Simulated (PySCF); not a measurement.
CeO2: adding exact exchange

Base calculation in PySCF with density fitting and no spin–orbit coupling, PBE/def2-TZVP (scalar-relativistic core potentials): singlet, C2v, Ce–O 1.831 Å (×2); O–Ce–O 133.0°; wavenumbers 98, 770, 774 cm⁻¹; dipole moment 4.40 D, gap between the highest occupied and lowest empty levels 2.09 eV, polar-tensor charge of Ce 1.98 e.

Q: What changes on going to PBE0/def2-TZVP (scalar-relativistic core potentials)?

A: The point group stays the same. Changes: mean bond to Ce -0.032 Å, smallest bond angle +10.0 degrees, highest wavenumber +47 cm⁻¹, lowest wavenumber -27 cm⁻¹, dipole moment -0.77 D, gap between the highest occupied and lowest empty levels +2.87 eV, polar-tensor charge of Ce +0.26 e. The new structure has Ce–O 1.799 Å (×2); O–Ce–O 143.0°, with wavenumbers 71, 814, 821 cm⁻¹. Exact exchange shortens and stiffens the bonds and opens the gap, the usual pattern.

Each species is the lowest minimum found with this bonding; other isomers or fragments can lie lower.
